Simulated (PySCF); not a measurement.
## PBE0 on Mn (manganese, neutral)

Configuration: [Ar] 3d7, high-spin 4F determinant (an excited configuration). Calculation: PySCF 2.14, in aug-cc-pVTZ (8s7p5d3f2g, 93 functions); the non-relativistic Hamiltonian (point nucleus).

| Quantity | Value |
| --- | --- |
| Total energy | -1150.600 hartree |
| One-electron energy | -1590.722 hartree |
| Hartree (Coulomb) energy | 492.115 hartree |
| Exchange-correlation energy | -51.993 hartree |
| Kinetic energy | 1149.16238 hartree |
| ⟨S²⟩ | 3.8208 |
| ⟨L²⟩ | 12.050 |
| Sum of ⟨r⟩ | 20.44 bohr |
| Sum of ⟨r²⟩ | 35.82 bohr² |
| Density at the nucleus (Gaussians lack the cusp) | 10500 bohr⁻³ |
| Spin density at the nucleus | -0.131 bohr⁻³ |
| Langevin diamagnetic susceptibility | -28.4 ×10⁻⁶ cm³/mol |

```
shell  electrons  mean orbital energy (hartree)  spread (hartree)  rms radius, mean of both spins (bohr)
 1s α          1                     -235.56747                 0                                 0.0712
 1s β          1                     -235.56720                 0                                 0.0712
 2s α          1                      -27.21448                 0                                  0.306
 2s β          1                      -27.16425                 0                                  0.306
 2p α          3                      -23.25687                 0                                  0.275
 2p β          3                      -23.21463                 0                                  0.275
 3s α          1                       -3.07317                 0                                  0.933
 3s β          1                       -2.93637                 0                                  0.933
 3p α          3                       -1.93183                 0                                   1.00
 3p β          3                       -1.78314                 0                                   1.00
 3d α          5                       -0.14066           0.03038                                   1.98
 3d β          2                       -0.05594                 0                                   1.98
```

⟨S²⟩ = 3.82 against 3.75 shows spin contamination.
